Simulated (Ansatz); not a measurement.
Diatomic CsW, multiplicity 8 (an upper state: multiplicity 6 came lower at CCSD(T)/def2-TZVPP on PBE0 minima). No spin–orbit coupling.

Seven points along R, fitted to fifth degree in 1/R; most abundant isotopes. In def2 and cc sets the state is the lowest found near the PBE0 minimum, followed along R.

Correlated levels freeze the inner cores; with def2 sets outer-core shells near the valence are correlated too.

The values were computed with Ansatz (Gaussian orbitals). Each number belongs to the level named beside it. In def2 rows elements past Kr take small-core potentials, without spin–orbit coupling.

Energies at CCSD(T)/def2-TZVPP:

```csv
R (Å),E (hartree)
3.925418,-86.68475474
4.030940,-86.68508196
4.128020,-86.68523626
4.237763,-86.68528078
4.347506,-86.68522170
4.474132,-86.68506307
4.621863,-86.68479888
```

Task: With a reduced mass of 77.1582 u, find the minimum, the force constant and the constants.

Result: A fifth-degree polynomial in 1/R puts the minimum at r_e = 4.2245 Å with force constant 3.87 N/m. Then ω_e = (1/2πc)√(k/μ) = 29 cm⁻¹ and B_e = h/(8π²cμr_e²) = 0.01224 cm⁻¹; the cubic and quartic terms give α_e = 9.3e-5 and ω_e x_e = 0.21 cm⁻¹.

Ansatz is a program for electronic structure.
